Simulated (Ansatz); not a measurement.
Computed with Ansatz on PBE0-D4/def2-TZVP structures; ΔE is electronic, products minus reactants. CCSD(T)/CBS is the MP2 limit (def2-TZVPP, def2-QZVPP) plus CCSD(T) − MP2 in def2-TZVPP, frozen cores. This one scheme is used for every species. DFT in def2-TZVPP. def2 core potentials past Kr. For Sn outer-core shells are correlated without core-valence functions, which leaves a few kJ/mol of doubt a bond. Each species was taken in one conformer, which may not be the lowest.

Reaction (stannylene formation by 1,1-elimination): `[CH3][Sn]([F])([F])[SH]` → `[F][Sn][F]` + CH₃SH

```tsv
level	ΔE (eV)
BLYP	0.11
BHLYP	0.50
RPA@PBE/def2-TZVPP	0.61
HF/def2-TZVPP	0.59
```

Task: What does CCSD(T)/CBS give? (An estimate is asked.)

Result: Computed: +0.74 eV. The listed levels differ from it by -0.63, -0.24, -0.13, -0.15 eV.

Task: What do rigid-rotor, harmonic-oscillator terms from PBE0-D4/def2-TZVP frequencies (298.15 K, 1 bar) make of the CCSD(T)/CBS value? (An estimate is asked.)

Result: Ansatz gave: ΔZPE = 0.00 eV, ΔH = +0.73 eV, ΔS = 129 J/(mol·K), ΔG = +0.33 eV. Modes under 50 cm⁻¹ make the entropy rough.

Largest T1 diagnostic among the species: 0.017.

In def2-TZVPP, CCSD(T) changes the Hartree–Fock value by +0.17 eV (the triples alone add +0.05 eV) and MP2 by +0.17 eV. Leaving LDA and LC-ωPBE aside and taking each functional with its dispersion term where it has one, the values, not all of them listed here, spread over 0.52 eV, from BLYP-D4 to PBE-QIDH. LDA lies +0.31 eV from PBE without D4. From r2SCAN to r2SCAN0 (25 % exact exchange), in def2-TZVPP and without D4, ΔE moves by +0.07 eV.
